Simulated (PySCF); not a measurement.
A GIAO shielding run with PySCF (density fitting, non-relativistic, gas phase) on `ClS(CCC)(=O)=O`, C₃H₇ClO₂S:

```
$ OMP_NUM_THREADS=1 python probes_run.py task.json out

{"job": {"kind": "nmr", "xc": "PBE0", "basis": "6-311+G(2d,p)", "pop": true}, "charge": 0, "multiplicity": 1}
C     -3.393508     3.520622    -1.172266
C     -4.171415     2.795619    -2.258984
C     -5.072598     1.678144    -1.767402
S     -6.545141     2.192542    -0.882986
O     -7.334524     1.018460    -0.584404
O     -6.228995     3.172729     0.134167
Cl    -7.538870     3.218930    -2.432243
H     -2.791479     2.815341    -0.577661
H     -4.064103     4.052493    -0.484328
H     -2.705286     4.252926    -1.618180
H     -4.776616     3.502119    -2.850105
H     -3.474027     2.328866    -2.974344
H     -4.578796     1.022264    -1.029859
H     -5.471303     1.049360    -2.576295
```

Hardware: 1 thread of an Arm Neoverse V2, shared host. The job also computes population analyses, field gradients.

**Question.** How large is the calculation?

**Answer.** 74 electrons, 247 basis functions and 862 auxiliary functions.

**Question.** How long does it take, and how much memory does it need?

**Answer.** 33 s of wall time, with 15 SCF cycles and 5 response iterations; peak memory 1.1 GiB. Times on a shared host scatter by some tens of per cent.

**Question.** And these other runs on the same molecule and hardware: GIAO shielding at PBE0/6-31G; GIAO shielding at PBE0/6-31G*; GIAO shielding at PBE0/STO-3G; GIAO shielding at PBE0/pcSseg-1; GIAO shielding at mPW1PW91/pcSseg-1?

**Answer.** PBE0/6-31G: 85 functions, 8.4 s; PBE0/6-31G*: 120 functions, 12 s; PBE0/STO-3G: 50 functions, 4.2 s; PBE0/pcSseg-1: 168 functions, 16 s; mPW1PW91/pcSseg-1: 168 functions, 17 s.
